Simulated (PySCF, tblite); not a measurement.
C5H12OSi2.
SMILES: `CC(C)O[SiH2]C#C[SiH3]`

Jobs on this species (20 atoms, 78 electrons) with PySCF (density fitting) and tblite. Hardware of each: Intel Xeon at 2.50 GHz, one thread, shared host. The host was shared with other jobs, so the times are rough.

| level and settings | work | basis functions | SCF cycles | wall time |
| --- | --- | --- | --- | --- |
| wB97X-D/pcSseg-1 | shieldings | 210 | ? | ? |
| delta-SCF UKS SCAN, pcX-2 on the ionised atom, pcseg-1 elsewhere, spin-free X2C | ΔSCF core ionisation, 9 holes | 222 | ? | ? |
| B3LYP/def2-SVPD | 10 singlets by full TDDFT, 4 Tamm–Dancoff triplets, polarisability, ΔSCF ions, density and orbital grids written | 267 | 15 | 20 min |
| PBE0/pcSseg-1 | shieldings, charges and field gradients, density and orbital grids written | 210 | 15 | 2.8 min |
| GFN2-xTB | L-BFGS relaxation | – | – | 3.5 s |
| GFN2-xTB | Hessian by finite differences | – | – | 3.2 s |

Problem. Fill in the missing figures.

Solution. 
- wB97X-D/pcSseg-1; shieldings: 2.2 min, 13 SCF cycles
- delta-SCF UKS SCAN, pcX-2 on the ionised atom, pcseg-1 elsewhere, spin-free X2C; ΔSCF core ionisation, 9 holes: 8.8 min, 153 SCF cycles

Problem. What do all jobs in the table cost together?

Solution. About 34 min; the longest takes about 59 % of that, and about 380 times as long as the shortest.
